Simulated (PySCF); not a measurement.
From computed data to an observable: chemical shift, span and skew from a shielding tensor

C3H5BFNO, SMILES CB(F)/C=N/C=O. Atoms are numbered in the order given.

```xyz
12

C     -2.5899     0.1574    -1.0303
B     -1.4155    -0.3885    -0.1587
F     -1.6423    -1.2421     0.8298
C      0.0975     0.0214    -0.4247
N      1.0001    -0.2041     0.4521
C      2.3132     0.2445     0.3115
O      2.6410     1.4022     0.2361
H     -2.4699     1.2289    -1.2620
H     -3.5809    -0.0167    -0.5866
H     -2.5590    -0.3644    -2.0071
H      0.3688     0.5426    -1.3669
H      3.0459    -0.5980     0.3553
```
Charge 0, spin multiplicity 1.

Geometry: B3LYP-D3(BJ)/def2-SVP. The structure was generated by enumeration; whether it is a known compound was not checked. One conformer was computed; it need not be the lowest.

GIAO shieldings from PBE/pcSseg-1 (PySCF), non-relativistic, no solvent. The symmetric part of the tensor of F3 has the principal values -43.3, 65.8, 459.6 ppm. The same nucleus in CFCl3 has σ = 133.6 ppm at this level (PySCF, at its B3LYP-D3(BJ)/def2-TZVP geometry).

Problem. Work out the isotropic shielding, the ¹⁹F shift against CFCl3, the span and the skew.

Solution. 
σ(iso) = (σ11 + σ22 + σ33)/3 = 160.7 ppm. δ = σ(ref) − σ(iso) = 133.6 − (160.7) = -27.1 ppm.
Span Ω = σ33 − σ11 = 502.9 ppm. Skew κ = 3(σ(iso) − σ22)/Ω = 0.57. Tumbling in solution averages the tensor to δ; in a static solid the shielding alone would spread this spin-1/2 line over Ω.
